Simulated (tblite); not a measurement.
C7H7F2 (doublet state).
Z-matrix (Å and degrees, GFN2-xTB geometry), rows numbered from 1:
```
C 
C   1  1.3323
F   2  1.3562  1  117.21
C   2  1.4419  1  124.65  3   179.97
C   4  1.3474  2  131.35  1   179.95
C   5  1.4964  4  120.23  2   179.98
C   5  1.4677  4  123.55  2     0.04
C   7  1.3084  5  127.13  4   179.97
F   8  1.3205  7  134.25  5    -0.00
H   1  1.0746  2  120.86  3    -0.02
H   1  1.0726  2  121.15  3  -179.99
H   4  1.0826  2  111.64  1    -0.03
H   6  1.0894  5  110.26  4   120.72
H   6  1.0864  5  111.24  4     0.03
H   6  1.0894  5  110.28  4  -120.65
H   7  1.0779  5  116.85  4    -0.05
```

Calculated harmonic vibrations of the isolated species, GFN2-xTB (tblite), most abundant isotopes, no scaling. The method is semi-empirical: single wavenumbers can be off by several per cent or more. One conformer, not necessarily the lowest. Open shells enter through the occupations alone, without spin polarisation, and single modes of such species can be off by tens of per cent.

Harmonic wavenumbers (cm⁻¹): 34.2, 41.5, 144.6, 162.7, 189.0, 192.9, 275.9, 292.8, 345.0, 414.8, 475.6, 568.2, 572.4, 686.8, 689.0, 803.3, 806.0, 837.8, 852.8, 899.9, 948.5, 1022.4, 1031.3, 1048.9, 1190.9, 1272.0, 1276.8, 1317.5, 1382.7, 1402.7, 1473.1, 1483.7, 1619.0, 1647.1, 1724.4, 3008.3, 3022.7, 3049.3, 3059.1, 3110.1, 3138.2, 3178.9.

A = 3821, B = 827.2, C = 682.9 MHz; mass 129.052 u (most abundant isotopes); point group Cs, symmetry number 1; spin multiplicity 2.

What is the zero-point energy?

½Σν̃ = 25346 cm⁻¹ = 303.21 kJ/mol.

Give the ideal-gas entropy at 200 K and 1 bar in the rigid-rotor, harmonic-oscillator model (classical rotation).

Translation 161.17, rotation 117.98, vibration 82.86, spin (R ln 2) 5.76: S = 367.8 J/(mol K).

And Cp and H(200 K) − H(0)?

Cp = 116.65 J/(mol K), of which vibrations give 83.40 (their classical limit is 42 R = 349.2); H(200 K) − H(0) = 15.27 kJ/mol without the zero-point energy, 8.62 from vibrations.

How do the functions run with temperature in this model?

```
 T (K)  S (J/(mol K))  Cp (J/(mol K))  H − H(0) (kJ/mol)  G − H(0) (kJ/mol)  ln q(vib)
   150          337.1            97.8               9.91             -40.65       3.48
   250          395.8           135.5              21.58             -77.38       6.07
298.15          421.2           153.2              28.53             -97.06       7.29
   400          471.2           187.8              45.94            -142.54       9.82
   600          557.8           239.4              89.02            -245.68      14.59
   900          664.8           287.0             168.62            -429.67      21.14
```

q(vib) and H(0) count from the zero-point level.

Blend soft modes into free rotors: weight 1/[1 + (100 cm⁻¹/ν̃)⁴] for the oscillator and the rest for a rotor with moment μB/(μ + B), μ = h/(8π²ν), B = 10⁻⁴⁴ kg m². What vibrational entropy results?

73.81 J/(mol K) in place of 82.86, which changes −T·S at 200 K by +1.81 kJ/mol.

Which modes carry the vibrational entropy at 200 K?

34.2 cm⁻¹: 19.99; 41.5 cm⁻¹: 18.40; 144.6 cm⁻¹: 8.35; 162.7 cm⁻¹: 7.46; 189.0 cm⁻¹: 6.37; 192.9 cm⁻¹: 6.23 J/(mol K); the other 36 give 16.05 together.

Hindered rotation and anharmonicity are outside this model. Other conformers, if any are populated, would add a mixing term that is left out.
